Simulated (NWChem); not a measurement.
A series in which one site is exchanged, each optimised at PBE0/def2-SVP with NWChem, gas phase unless a solvent is named. Some are not confirmed as minima by frequencies. def2 effective core potentials on Te, I; no spin-orbit coupling.

A: [SiH3][Te]Br (SiH3TeBr; site = Br)
B: [SiH3][Te]I (SiH3TeI; site = I)
C: [SiH3][Te]Cl (SiH3TeCl; site = Cl)
D: [SiH3][TeH] (SiH$_{4}$Te; site = H)

**Question.** Rank them by static polarisability, CAM-B3LYP/def2-SVPD (bohr³), lowest first.

**Answer.** D (73.2), C (85.6), A (94.0), B (108.5)
